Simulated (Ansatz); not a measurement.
`COB(S)OC` at its PBE0-D4/def2-TZVP geometry, where that method's forces vanish. The species carries charge 0 and has multiplicity 1.

```xyz
13

C     0.0740   -1.5432    1.4670
O    -0.1894   -0.7500    0.3297
B     0.3488    0.4862    0.1718
S     1.4582    1.1987    1.4403
O     0.0685    1.2122   -0.9372
C    -0.7875    0.6812   -1.9325
H    -0.2609   -1.0443    2.3812
H    -0.4731   -2.4787    1.3529
H     1.1419   -1.7637    1.5544
H     1.6503    2.3449    0.7708
H    -0.8678    1.4267   -2.7231
H    -0.3819   -0.2446   -2.3477
H    -1.7813    0.4746   -1.5276
```

(1) What forces (eV/Å) does ωB97M-V/def2-TZVPP give on these atoms in Ansatz 0.2.0? (Estimate.)

## Answers

(1) Ansatz gave: 
```
C1   0.059 -0.201  0.275
O2  -0.121  0.002 -0.205
B3   0.050  0.041  0.044
S4   0.066  0.104  0.024
O5   0.114  0.169  0.048
C6  -0.197 -0.120 -0.231
H7   0.028 -0.038 -0.079
H8   0.052  0.082  0.017
H9  -0.089  0.022 -0.010
H10 -0.018 -0.084  0.043
H11  0.002 -0.071  0.066
H12 -0.033  0.078  0.039
H13  0.086  0.017 -0.031
```
